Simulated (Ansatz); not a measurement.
`FC(F)[O][ZnH]` + CH₃SH → `C[S][ZnH]` + `OC(F)F` at 400 K and 1 bar (ligand exchange at a Zn–O bond).

Computed with Ansatz on PBE0-D4/def2-TZVP structures; ΔE is electronic, products minus reactants. CBS: MP2 limit from def2 TZ/QZ plus the TZ coupled-cluster correction, frozen cores. This one scheme is used for every species. For Zn outer-core shells are correlated without core-valence functions, which leaves a few kJ/mol of doubt a bond. Scalar relativity is left out up to krypton. Each species was taken in one conformer, which may not be the lowest.

```
        species  CCSD(T)/CBS energy (Eh)  H − E (kJ/mol)  S (J/(mol·K))
`FC(F)[O][ZnH]`              -2092.41029           114.2          369.3
          CH₃SH               -438.22835           138.7          269.4
    `C[S][ZnH]`              -2216.62619           142.9          337.5
       `OC(F)F`               -314.01610           117.8          293.0
```

H − E and S are ideal-gas, rigid-rotor, harmonic terms from PBE0-D4/def2-TZVP, for one conformer and one mirror image of each species. 1 Eh = 2625.50 kJ/mol, R = 8.31446 J/(mol·K).

Question: By hand: ΔE, ΔH, ΔS and ΔG.

Answer: ΔE = (-2216.62619) + (-314.01610) − (-2092.41029) − (-438.22835) = -0.00365 Eh = -9.6 kJ/mol. Δ(H − E) = 142.9 + 117.8 − 114.2 − 138.7 = 7.8, so ΔH = -1.8 kJ/mol. ΔS = 337.5 + 293.0 − 369.3 − 269.4 = -8.2 J/(mol·K). ΔG = -1.8 − 400 × (-8.2)/1000 = 1.5 kJ/mol.

Question: By hand: the equilibrium constant, and the temperature at which ΔG would vanish if ΔH and ΔS stayed fixed.

Answer: log₁₀ K = −ΔG/(RT ln 10) = -0.2. ΔG = 0 at ΔH/ΔS = 220 K, though so small a ΔH makes that figure unsure.

TΔS isn't small against ΔH here. The sign of ΔG lies within the doubt. A doubt of 5 kJ/mol in ΔE shifts log₁₀ K by 0.7 here. Other conformers and mirror images would add mixing entropy, several J/(mol·K) or more a flexible species. Modes under 60 cm⁻¹, often nearly free rotors, make the harmonic entropy too high. These are equilibria of isolated gas molecules and say nothing of rates. Largest T1 diagnostic: 0.015 (customary marks: 0.02 for closed shells, 0.045 for open ones).
